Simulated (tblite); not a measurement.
**Question.** Give a GFN2-xTB geometry of `O=C(C)[C@H](CN[SiH3])C`.

**Answer.** 
```
atom  x, y, z in Å
C1    -1.6146   -1.6697    0.1379
C2    -0.8670   -0.5243    0.7694
O3    -0.4928   -0.5388    1.9142
C4    -0.6374    0.6739   -0.1379
C5    -1.5927    1.7856    0.3052
C6     0.8254    1.1449   -0.0274
N7     1.7665    0.2616   -0.6594
Si8    2.4981   -1.0951    0.1042
H9    -0.9978   -2.1045   -0.6471
H10   -2.5354   -1.3093   -0.3162
H11   -1.8410   -2.4300    0.8808
H12   -0.8493    0.4014   -1.1768
H13   -1.4007    2.0434    1.3438
H14   -1.4516    2.6729   -0.3079
H15   -2.6280    1.4631    0.2141
H16    1.0848    1.2181    1.0299
H17    0.9095    2.1421   -0.4770
H18    1.6377    0.2316   -1.6600
H19    1.6097   -2.2347    0.3801
H20    3.5050   -1.5152   -0.8700
H21    3.0627   -0.6001    1.3542
```

Orientation and origin are arbitrary. Atoms count from 1 in this order. Of the pairs four or more bonds apart, C2···Si8 is among the closest relative to their van der Waals radii: 3.48 Å, 92 % of the sum of Bondi's values. Si8 (SiH3 silicon) is distorted tetrahedral (angles from 102.9° to 115.9°). N7 (silicon-bound nitrogen) has angles 124.6°, 118.1° and 111.8°, sum 354.5°, 0.18 Å off the plane of its three neighbours. The 4 C–C bonds span 1.506 Å (C1–C2, drawn single) to 1.541 Å (C4–C6, drawn single), a spread of 0.035 Å.

Bonds between heavy atoms (Å): C1–C2 1.506, C2=O3 1.205, C2–C4 1.520, C4–C5 1.531, C4–C6 1.541, C6–N7 1.437, N7–Si8 1.720.

The geometry is computed with GFN2-xTB (gas phase).

Point group: C1 (no symmetry element, even within 0.4 Å). Its GFN2-xTB frequencies are all real (lowest 26 cm⁻¹). One conformer, not necessarily the lowest (C1–C2–C4–C5 106°, C2–C4–C6–N7 72°, C4–C6–N7–Si8 -87°).

Time: 3.9 s. Hardware: Arm Neoverse N1, one thread, no GPU (shared host). That covers the optimisation of the geometry.
